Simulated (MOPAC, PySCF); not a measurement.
H₅FSi₃, SMILES `[SiH](=[SiH]\F)/[SiH3]`, neutral singlet in the gas phase. 

Cartesian coordinates (Å):
```xyz
9

F      3.3550    -0.3123     0.1809
Si     1.7669    -0.3971     0.3529
Si     0.3440     1.1543    -0.0454
Si    -1.6286    -0.0393    -0.1373
H      1.4977    -1.5010     1.2992
H      0.6957     2.0775    -1.1504
H     -1.9988    -0.4778    -1.5052
H     -2.7622     0.7419     0.4181
H     -1.4163    -1.2319     0.7237
```
Charge 0, multiplicity 1.

All levels are single points at this geometry (ωB97X-D3(BJ)/def2-TZVP); Pople sets use spherical d functions. Orbital energies aren't observables, and empty levels follow the basis.

| level | HOMO (eV) | LUMO (eV) | gap (eV) | dipole (D) | vertical IE, Delta-SCF (eV) |
|---|---|---|---|---|---|
| PBE-D3(BJ)/def2-TZVP in PySCF | -5.47 | -2.83 | 2.64 | 0.59 | 8.10 |
| ωB97X-D3(BJ)/def2-TZVP in PySCF | -8.33 | -0.28 | 8.05 | 0.58 | 8.15 |
| B3LYP/6-31G* in PySCF | -5.98 | -2.12 | 3.87 | 0.68 | 8.08 |
| HF/STO-3G in PySCF | -3.99 | 5.70 | 9.69 | 0.39 | – |
| PM3 in MOPAC | -7.81 | -2.04 | 5.77 | 1.05 | – |
| PM7 in MOPAC | -8.72 | -2.39 | 6.33 | 3.35 | – |
